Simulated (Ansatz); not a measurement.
A nudged elastic band was laid between two geometries of F5HW (7 atoms, charge 0, multiplicity 1).

Theory: RKS B3LYP-D4/def2-SVP (Ansatz).

```
movable images  : 5
climbing image  : yes
spring          : 5.0 eV/Å²
optimiser       : quadratic models (default)
start path      : through a guess of the saddle point
force threshold : 0.05 eV/Å
iteration limit : 60
end points      : relaxed
```

First end point:

```xyz
7
Properties=species:S:1:pos:R:3
W 0.038 0.000 0.033
H 0.312 0.000 1.727
F 1.892 0.000 0.245
F -0.094 1.837 0.107
F -1.781 0.000 0.375
F -0.094 -1.837 0.107
F 0.536 0.000 -1.785
```

Last end point:

```xyz
7
Properties=species:S:1:pos:R:3
W -0.610 -0.005 -0.364
H 1.936 0.022 1.840
F 2.050 0.005 0.919
F -0.475 1.805 -0.031
F -2.408 -0.003 0.051
F -0.486 -1.820 -0.055
F 0.802 -0.004 -1.550
```

**Question.** Which bonds break or form, and what moves?

**Answer.** Bonds broken: W1–H2, W1–F3. Bonds formed: H2–F3. F5HW becomes F4W + FH.

**Question.** What energy profile does the band end with?

**Answer.** It converged. The highest image is number 3 of 0 to 6, 33.4 kcal/mol above the first end and 11.2 kcal/mol above the last; the last end lies 22.2 kcal/mol above the first. A vibrational analysis at the climbing image gives one clearly imaginary mode, 942i cm⁻¹: a first-order saddle point. The orbitals stay closed-shell, which can raise the energy where a bond breaks towards radicals; this wasn't checked here.

```json
{"image": "0", "path coordinate (Å)": "0.00", "energy (kcal/mol)": "0.0", "W1–H2 (Å)": "1.72", "W1–F3 (Å)": "1.87", "H2–F3 (Å)": "2.17"}
{"image": "1", "path coordinate (Å)": "0.40", "energy (kcal/mol)": "2.2", "W1–H2 (Å)": "1.68", "W1–F3 (Å)": "1.89", "H2–F3 (Å)": "2.00"}
{"image": "2", "path coordinate (Å)": "0.80", "energy (kcal/mol)": "17.4", "W1–H2 (Å)": "1.66", "W1–F3 (Å)": "1.99", "H2–F3 (Å)": "1.60"}
{"image": "3", "path coordinate (Å)": "1.20", "energy (kcal/mol)": "33.4", "W1–H2 (Å)": "1.81", "W1–F3 (Å)": "2.16", "H2–F3 (Å)": "1.17"}
{"image": "4", "path coordinate (Å)": "1.68", "energy (kcal/mol)": "26.0", "W1–H2 (Å)": "2.35", "W1–F3 (Å)": "2.47", "H2–F3 (Å)": "0.95"}
{"image": "5", "path coordinate (Å)": "2.17", "energy (kcal/mol)": "22.9", "W1–H2 (Å)": "2.88", "W1–F3 (Å)": "2.73", "H2–F3 (Å)": "0.93"}
{"image": "6", "path coordinate (Å)": "2.65", "energy (kcal/mol)": "22.2", "W1–H2 (Å)": "3.37", "W1–F3 (Å)": "2.95", "H2–F3 (Å)": "0.93"}
```

**Question.** What is the geometry of the highest image?

**Answer.** 
```xyz
7
Properties=species:S:1:pos:R:3
W -0.223 0.000 -0.043
H 0.971 -0.002 1.320
F 1.852 0.002 0.552
F -0.249 1.821 0.247
F -2.076 0.001 0.100
F -0.251 -1.821 0.243
F 0.785 -0.001 -1.609
```

**Question.** What are the harmonic wavenumbers there?

**Answer.** 942i, 85, 116, 185, 197, 206, 292, 311, 537, 687, 723, 730, 739, 861, 1865 cm⁻¹.

Run time: 4.1 min on 2 threads of Arm Neoverse V2 (shared host), peak memory 0.29 GiB.
